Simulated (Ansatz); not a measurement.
Molecule: sum formula H$_{2}$BO$_{2}$ (charge 0, doublet). It need not be the lowest isomer of its formula. 
Structure (B3LYP-D3(BJ)/def2-TZVP (Ansatz, a quantum-chemistry and plane-wave program) minimum search):
```
B
O 1 1.3477
H 2 0.9710 1 116.96
O 1 1.3477 2 129.88 3 0.00
H 4 0.9710 1 116.96 2 0.00
```
Charge 0, spin multiplicity 2.

Quantity: vertical ionisation energy (to the singlet state of charge +1; each state is the SCF solution reached for its spin), in eV. Valence correlation only, unless marked. UHF or UKS for open shells. No spin-orbit coupling. Non-relativistic. CBS(X,Y): correlation extrapolated as X^-3; Hartree-Fock from the larger set. The bracket is a focal-point correction in the basis named.

```json
[
 {"level": "HF/aug-cc-pVDZ", "program": "Ansatz", "vertical ionisation energy (eV)": "8.49"},
 {"level": "HF/aug-cc-pVQZ", "program": "Ansatz", "vertical ionisation energy (eV)": "8.46"},
 {"level": "B3LYP/def2-TZVPD", "program": "Ansatz", "vertical ionisation energy (eV)": "8.83"},
 {"level": "BHLYP/def2-TZVPD", "program": "Ansatz", "vertical ionisation energy (eV)": "8.79"}
]
```

Question: What does RI-MP2/CBS(aug-cc-pVTZ,aug-cc-pVQZ)+[CCSD(T)-MP2]/aug-cc-pVTZ (Ansatz) give?

Answer: 8.78 eV, so BHLYP/def2-TZVPD differs from it by 0.01 eV.
